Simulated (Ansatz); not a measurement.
A CCSD(T) single point on `[CH3][Al]([CH3])[AlH][Cl]`.

```yaml
crystal:
  periodic: [false, false, false]
  atoms:
    - {symbol: C, position_ang: [-1.790274, -0.081542, 0.731963]}
    - {symbol: Al, position_ang: [0.041886, -0.074006, 0.047387]}
    - {symbol: C, position_ang: [1.371333, -1.324095, 0.759443]}
    - {symbol: Al, position_ang: [0.703154, 1.625925, -1.818976]}
    - {symbol: Cl, position_ang: [-0.820764, 2.968345, -2.438361]}
    - {symbol: H, position_ang: [-1.795721, 0.045897, 1.820579]}
    - {symbol: H, position_ang: [-2.421529, 0.695611, 0.296247]}
    - {symbol: H, position_ang: [-2.264788, -1.050175, 0.534521]}
    - {symbol: H, position_ang: [2.173502, -0.779401, 1.271315]}
    - {symbol: H, position_ang: [0.949408, -2.038851, 1.470893]}
    - {symbol: H, position_ang: [1.857143, -1.889990, -0.042718]}
    - {symbol: H, position_ang: [2.073751, 1.847082, -2.598193]}
basis:
  gaussian: {orbitals: def2-TZVPP}
correlation: {method: ccsd_t}
```

```sh
$ ansatz run in.yaml --threads 4 --pin off --events-out ev --progress --plain --max-ram 10444MiB
```

Log, shortened:

```
Functional definition: HF
1656 factors; integrals over basis functions are off by at most 1.1e-3 eV
mean field evaluation 1: about -27840.2537 eV, gradient 4.0e1 eV
mean field evaluation 2: about -27840.3908 eV, gradient 4.0e1 eV
mean field evaluation 4: about -27844.8588 eV, gradient 3.2e0 eV
mean field evaluation 8: about -27844.9268 eV, gradient 1.4e-1 eV
mean field -27844.92691871 eV, -1023.2821902931 hartree, gradient 5.9e-6 eV, S^2 0.000000; 0 other end points of the search recorded, 0 dependent functions left out
17 core orbitals not correlated: weight in the atoms' cores, before any rotation towards them, 1.000 or more for the frozen orbitals, at most 0.000 for the correlated occupied ones
reference -27844.92691871 eV, -1023.2821902931 hartree; 14, 14 occupied and 255, 255 virtual orbitals, 1656 factors
second order -18.91767270 eV of doubles, -0.00000000 eV of singles
cycle   1  -20.13255974 eV  change    -1.2e0 eV  update   9.1e-2
cycle   2  -20.64925860 eV  change   -5.2e-1 eV  update   2.9e-2
cycle   3  -20.71134949 eV  change   -6.2e-2 eV  update   1.1e-2
cycle   4  -20.70471632 eV  change    6.6e-3 eV  update   3.3e-3
cycle   5  -20.70363168 eV  change    1.1e-3 eV  update   1.3e-3
cycle   6  -20.70356069 eV  change    7.1e-5 eV  update   3.8e-4
cycle   7  -20.70349329 eV  change    6.7e-5 eV  update   1.4e-4
cycle   8  -20.70350942 eV  change   -1.6e-5 eV  update   5.1e-5
cycle   9  -20.70351692 eV  change   -7.5e-6 eV  update   1.8e-5
perturbative correction -0.80089282 eV, -0.0294322681 hartree
Total energy: -27866.43132844 eV, -1024.0724627747 hartree
```

Run time 5.3 min (4 threads of an Arm Neoverse N1 on a shared host); peak host memory 7.8 GiB.

Correlation energy per correlated electron: -0.768 eV. T1 diagnostic: 0.0097.
